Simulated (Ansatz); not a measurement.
Ansatz (a first-principles code) input (CCSD(T)/def2-SVPD):

Ansatz 0.2 input:
```yaml
crystal:
  periodic: [false, false, false]
  atoms:
    - {symbol: Sr, position_ang: [-0.00000000, -0.00000000, -0.40177766]}
    - {symbol: F, position_ang: [0.00000000, 0.00000000, 1.69639455]}
basis:
  gaussian:
    orbitals: def2-SVPD
magnetization: {spin_polarized: true, initial_magnetization: 1}
correlation: {method: ccsd_t, electrons: outside_noble_gas}
output: {forces: true}
```

End of the output:

```
cycle   4  -5.98018619 eV  change   -9.8e-4 eV  update   1.2e-3
cycle   5  -5.98021249 eV  change   -2.6e-5 eV  update   6.0e-4
cycle   6  -5.98021552 eV  change   -3.0e-6 eV  update   2.4e-4
cycle   7  -5.98020775 eV  change    7.8e-6 eV  update   1.1e-4
cycle   8  -5.98019649 eV  change    1.1e-5 eV  update   3.6e-5
cycle   9  -5.98020317 eV  change   -6.7e-6 eV  update   1.3e-5
cycle  10  -5.98020437 eV  change   -1.2e-6 eV  update   4.6e-6
cycle  11  -5.98020395 eV  change    4.1e-7 eV  update   1.7e-6
cycle  12  -5.98020419 eV  change   -2.4e-7 eV  update   6.1e-7
perturbative correction -0.13226543 eV, -0.0048606649 hartree
the calculation of the forces begins
Total energy: -3537.64417659 eV, -130.0060255882 hartree
Atom 0 at    -0.000000    -0.000000    -0.401778 Å, force    -0.000000     0.000000    -1.126770 eV/Å
Atom 1 at     0.000000     0.000000     1.696395 Å, force     0.000000    -0.000000     1.126770 eV/Å
Dipole moment:     0.000000    -0.000000    -0.664296 e Å
```
